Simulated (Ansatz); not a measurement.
```yaml
crystal:
  periodic: [false, false, false]
  atoms:
    - {symbol: N, position_ang: [-0.590145, 1.708467, -0.655364]}
    - {symbol: Cd, position_ang: [0.940227, -1.263838, 0.347484]}
    - {symbol: Cl, position_ang: [2.963175, -4.503280, 1.371224]}
    - {symbol: H, position_ang: [-1.862164, 1.408176, -1.838807]}
    - {symbol: H, position_ang: [-1.364339, 2.522344, 0.703661]}
basis:
  gaussian: {orbitals: def2-TZVPP, fitting: {mean_field: cc-pVTZ-jkfit}}
total_charge: 1
magnetization: {spin_polarized: true, initial_magnetization: 1}
hamiltonian: {xc: {name: wB97X-V}}
scf: {lower_state_search: full}
```

```sh
$ ansatz run in.yaml --threads 2 --pin off --events-out ev --progress --plain --max-ram 20480MiB --backend cpu
```

Q: How does Ansatz answer? (Best estimate.)

A: Computed: The program refused the input.
```
Functional definition: wB97X-V
Error: <dir> the basis set cc-pVTZ-JKFIT has no functions for Cd
```
